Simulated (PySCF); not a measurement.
PBE on B⁻ (boron, charge -1), [He] 2s2 2p2, high-spin 3P determinant. Calculation: PySCF 2.14, in aug-cc-pVDZ (4s3p2d, 23 functions); no relativity, point nucleus.

```
cycle= 1 E= -24.6296720391274  delta_E= -0.00403  |g|= 0.0124  |ddm|= 0.333
cycle= 2 E= -24.6285328952838  delta_E= 0.00114  |g|= 0.0292  |ddm|= 0.164
cycle= 3 E= -24.6299642190829  delta_E= -0.00143  |g|= 0.00132  |ddm|= 0.112
cycle= 4 E= -24.6299668902486  delta_E= -2.67e-06  |g|= 0.000207  |ddm|= 0.00588
cycle= 5 E= -24.6299669685756  delta_E= -7.83e-08  |g|= 3.04e-06  |ddm|= 0.00085
cycle= 6 E= -24.6299669685904  delta_E= -1.49e-11  |g|= 4.09e-07  |ddm|= 1.03e-05
converged SCF energy = -24.6299669685904  <S^2> = 2.0028685  2S+1 = 3.0019118
```

Highest occupied orbital energy: 1.916 eV; ⟨L²⟩ = 2.01; populations by l: s 4.00, p 2.00, d 0.00.

Q: Can this result be used?

A: With care. The calculation finished and met its thresholds. At PBE the highest occupied level has a positive energy, so only the finite basis holds that electron; in a semilocal or global hybrid functional this comes from self-interaction and does not mean that the real anion is unbound.
